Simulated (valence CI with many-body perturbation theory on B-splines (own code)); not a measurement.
**Au38+: E2, M1 decay**

Computed by configuration interaction combined with many-body perturbation theory (CI+MBPT): five valence electrons over a frozen Dirac-Fock core [Kr], radial functions for each j: 7 s, 7 p, 8 d, 6 f, 4 g, 1 h, with the one-electron correlation potential Σ1 (screened to all orders), the two-electron term Σ2, the three-electron term Σ3, Breit, model QED; selected single and double excitations, second order for the rest (own B-spline code, finite nucleus).

The last digits are not significant, and no measured levels were compared; by estimate large intervals hold to a few tenths of a per cent, small ones and those within an open d or f shell to about a per cent. Only levels of the ground parity were solved; by the run's estimate the other parity begins above the list, which can be wrong where configurations are misplaced.

Lines 51 to 100 of 120 in falling wavelength, among levels below 109.00 eV, chosen from the decays that carry over 1 % of a level's rate. Wavelengths and rates use the calculated energies. Electric multipoles are in the length gauge, E1 and E2 with the static RPA response of the core. S is in atomic units (e²a₀⁴ for E2 and M2, e²a₀⁶ for E3), for M1 in squared Bohr magnetons. Weak lines are less certain than strong ones. Lines between different terms over intervals too small for the method are left out, as are lines whose strength nearly cancels. The highest levels of a list are the least certain.

Levels are named by their leading jj configuration (3d3/2^4 stands for four electrons in 3d with j = 3/2), which in mixed levels can hold well under half, so a name can repeat and another be missing. Letters in brackets count levels of one name in rising energy.

```csv
λ vac (Å),Upper,Lower,Type,A (s⁻¹),S (a.u.)
501.0,(4d3/2^3 4d5/2^2) J=7/2 [a],(4d3/2^4 4d5/2) J=5/2,M1,7.07e+04,2.64e+00
499.6,(4d3/2^2 4d5/2^3) J=5/2 [c],(4d3/2^3 4d5/2^2) J=7/2 [b],M1,6.25e+04,1.73e+00
496.4,(4d3/2^2 4d5/2^3) J=1/2 [a],(4d3/2^3 4d5/2^2) J=3/2 [a],M1,1.39e+05,1.26e+00
494.6,(4d3/2^2 4d5/2^3) J=13/2,(4d3/2^3 4d5/2^2) J=11/2,M1,2.38e+04,1.49e+00
494.3,(4d3/2 4d5/2^4) J=9/2,(4d3/2^2 4d5/2^3) J=7/2 [b],M1,3.35e+04,1.50e+00
494.0,(4d3/2^2 4d5/2^3) J=5/2 [d],(4d3/2^2 4d5/2^3) J=5/2 [a],M1,9.06e+03,2.43e-01
493.6,(4d3/2 4d5/2^4) J=5/2 [a],(4d3/2^2 4d5/2^3) J=7/2 [a],M1,7.10e+04,1.90e+00
489.2,(4d3/2^3 4d5/2^2) J=3/2 [a],(4d3/2^4 4d5/2) J=5/2,M1,1.65e+05,2.87e+00
479.3,(4d3/2 4d5/2^4) J=9/2,(4d3/2^2 4d5/2^3) J=9/2 [b],M1,9.63e+04,3.93e+00
479.1,(4d3/2 4d5/2^4) J=3/2 [a],(4d3/2^2 4d5/2^3) J=5/2 [b],M1,5.20e+04,8.47e-01
478.5,(4d3/2^2 4d5/2^3) J=3/2 [b],(4d3/2^3 4d5/2^2) J=1/2,M1,1.40e+04,2.27e-01
478.2,(4d3/2^2 4d5/2^3) J=3/2 [a],(4d3/2^3 4d5/2^2) J=3/2 [a],M1,1.47e+05,2.38e+00
473.7,(4d3/2^2 4d5/2^3) J=7/2 [b],(4d3/2^3 4d5/2^2) J=5/2 [b],M1,3.27e+03,1.03e-01
471.4,(4d3/2 4d5/2^4) J=3/2 [a],(4d3/2^2 4d5/2^3) J=3/2 [a],M1,1.74e+05,2.70e+00
470.6,(4d3/2^2 4d5/2^3) J=5/2 [b],(4d3/2^3 4d5/2^2) J=3/2 [a],M1,2.45e+04,5.67e-01
464.7,(4d3/2^2 4d5/2^3) J=9/2 [b],(4d3/2^3 4d5/2^2) J=9/2,M1,1.20e+05,4.47e+00
464.5,(4d3/2 4d5/2^4) J=11/2,(4d3/2^2 4d5/2^3) J=13/2,M1,3.88e+04,1.73e+00
463.7,(4d3/2^2 4d5/2^3) J=5/2 [c],(4d3/2^3 4d5/2^2) J=5/2 [b],M1,4.77e+03,1.06e-01
460.2,(4d3/2^2 4d5/2^3) J=5/2 [b],(4d3/2^3 4d5/2^2) J=7/2 [a],M1,5.53e+04,1.20e+00
457.6,(4d3/2^2 4d5/2^3) J=3/2 [b],(4d3/2^3 4d5/2^2) J=5/2 [b],M1,3.85e+04,5.48e-01
455.0,(4d3/2 4d5/2^4) J=3/2 [a],(4d3/2^2 4d5/2^3) J=1/2 [a],M1,1.32e+05,1.84e+00
452.4,(4d3/2 4d5/2^4) J=7/2 [a],(4d3/2^2 4d5/2^3) J=9/2 [a],M1,1.18e+05,3.23e+00
451.4,(4d3/2^2 4d5/2^3) J=7/2 [b],(4d3/2^3 4d5/2^2) J=9/2,M1,3.38e+04,9.22e-01
448.9,(4d3/2^3 4d5/2^2) J=9/2,(4d3/2^4 4d5/2) J=5/2,E2,3.32e+01,5.40e-03
445.7,(4d3/2^2 4d5/2^3) J=7/2 [c],(4d3/2^3 4d5/2^2) J=7/2 [b],M1,4.58e+04,1.20e+00
443.2,(4d3/2^2 4d5/2^3) J=7/2 [a],(4d3/2^3 4d5/2^2) J=5/2 [a],M1,4.16e+04,1.07e+00
439.5,(4d3/2^2 4d5/2^3) J=1/2 [b],(4d3/2^3 4d5/2^2) J=1/2,M1,6.98e+04,4.40e-01
435.2,(4d3/2^2 4d5/2^3) J=9/2 [b],(4d3/2^3 4d5/2^2) J=11/2,M1,4.00e+04,1.22e+00
433.9,(4d3/2 4d5/2^4) J=11/2,(4d3/2^2 4d5/2^3) J=9/2 [a],M1,5.03e+04,1.83e+00
433.2,(4d3/2 4d5/2^4) J=5/2 [a],(4d3/2^2 4d5/2^3) J=5/2 [a],M1,3.79e+05,6.85e+00
431.5,(4d3/2 4d5/2^4) J=7/2 [a],(4d3/2^2 4d5/2^3) J=7/2 [a],M1,1.02e+05,2.42e+00
428.8,(4d3/2^3 4d5/2^2) J=5/2 [b],(4d3/2^4 4d5/2) J=5/2,M1,2.37e+03,4.15e-02
428.8,(4d3/2^3 4d5/2^2) J=5/2 [b],(4d3/2^4 4d5/2) J=5/2,E2,1.87e+02,1.45e-02
424.4,(4d3/2 4d5/2^4) J=11/2,(4d3/2^2 4d5/2^3) J=11/2,M1,1.65e+05,5.61e+00
419.5,(4d3/2^2 4d5/2^3) J=9/2 [b],(4d3/2^3 4d5/2^2) J=7/2 [a],M1,3.41e+04,9.34e-01
416.9,(4d3/2^2 4d5/2^3) J=7/2 [c],(4d3/2^3 4d5/2^2) J=5/2 [b],M1,2.22e+04,4.77e-01
411.9,(4d3/2^3 4d5/2^2) J=1/2,(4d3/2^4 4d5/2) J=5/2,E2,1.10e+02,2.33e-03
409.8,(4d3/2 4d5/2^4) J=5/2 [b],(4d3/2^2 4d5/2^3) J=5/2 [b],M1,7.95e+04,1.22e+00
409.1,(4d3/2^2 4d5/2^3) J=5/2 [c],(4d3/2^3 4d5/2^2) J=3/2 [a],M1,3.44e+04,5.25e-01
408.7,(4d3/2^2 4d5/2^3) J=7/2 [b],(4d3/2^3 4d5/2^2) J=7/2 [a],M1,2.43e+03,4.92e-02
407.9,(4d3/2^2 4d5/2^3) J=3/2 [c],(4d3/2^3 4d5/2^2) J=3/2 [b],M1,2.86e+04,2.88e-01
404.4,(4d3/2^2 4d5/2^3) J=3/2 [b],(4d3/2^3 4d5/2^2) J=3/2 [a],M1,2.72e+04,2.67e-01
402.1,(4d3/2^3 4d5/2^2) J=7/2 [b],(4d3/2^4 4d5/2) J=5/2,M1,3.98e+03,7.67e-02
401.2,(4d3/2^2 4d5/2^3) J=5/2 [c],(4d3/2^3 4d5/2^2) J=7/2 [a],M1,7.79e+04,1.12e+00
399.5,(4d3/2^2 4d5/2^3) J=7/2 [c],(4d3/2^3 4d5/2^2) J=9/2,M1,4.72e+04,8.92e-01
397.7,(4d3/2 4d5/2^4) J=9/2,(4d3/2^2 4d5/2^3) J=9/2 [a],M1,3.98e+03,9.30e-02
396.8,(4d3/2^2 4d5/2^3) J=9/2 [c],(4d3/2^3 4d5/2^2) J=7/2 [b],M1,4.88e+04,1.13e+00
392.6,(4d3/2^2 4d5/2^3) J=3/2 [a],(4d3/2^3 4d5/2^2) J=5/2 [a],M1,9.63e+04,8.65e-01
389.9,(4d3/2^2 4d5/2^3) J=5/2 [d],(4d3/2^3 4d5/2^2) J=3/2 [b],M1,4.35e+04,5.74e-01
389.8,(4d3/2 4d5/2^4) J=9/2,(4d3/2^2 4d5/2^3) J=11/2,M1,3.58e+04,7.86e-01
```
